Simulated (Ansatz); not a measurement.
One change: `ClB1CS1` becomes `CB1CS1`.

Ansatz, PBE0-D4/def2-TZVP geometries, multiplicity 1. 

```csv
property,`ClB1CS1`
HOMO–LUMO gap (ωB97M-V/def2-TZVPP) / eV,10.80
HOMO–LUMO gap (B3LYP/def2-TZVPP) / eV,6.17
"ideal-gas entropy at 298 K and 1 bar (rigid rotor, harmonic PBE0-D4/def2-TZVP) / J/(mol·K)",293
LUMO energy (PBE/def2-TZVPP) / eV,-2.04
HOMO energy (ωB97M-V/def2-TZVPP) / eV,-9.83
size of the dipole moment (ωB97M-V/def2-TZVPP) / D,1.10
```

Problem. What does the change do to each property? (An estimate is asked.)

Solution. The calculation gave: 
```csv
property,`CB1CS1`,shift
HOMO–LUMO gap (ωB97M-V/def2-TZVPP) / eV,10.88,0.08
HOMO–LUMO gap (B3LYP/def2-TZVPP) / eV,6.26,0.09
"ideal-gas entropy at 298 K and 1 bar (rigid rotor, harmonic PBE0-D4/def2-TZVP) / J/(mol·K)",305,12
LUMO energy (PBE/def2-TZVPP) / eV,-1.60,0.44
HOMO energy (ωB97M-V/def2-TZVPP) / eV,-9.49,0.34
size of the dipole moment (ωB97M-V/def2-TZVPP) / D,1.54,0.44
```

With PBE0 the HOMO rises by 0.37 eV and the LUMO rises by 0.46 eV, so the gap widens by about 0.09 eV. PBE moves the HOMO by 0.34 eV and ωB97M-V by 0.34 eV. The zero-point energy changes by 92.2 kJ/mol with +9 modes. Dipoles are sizes alone; their direction can turn.

B3LYP here is the variant with VWN-RPA as its local correlation; programs differ in this.
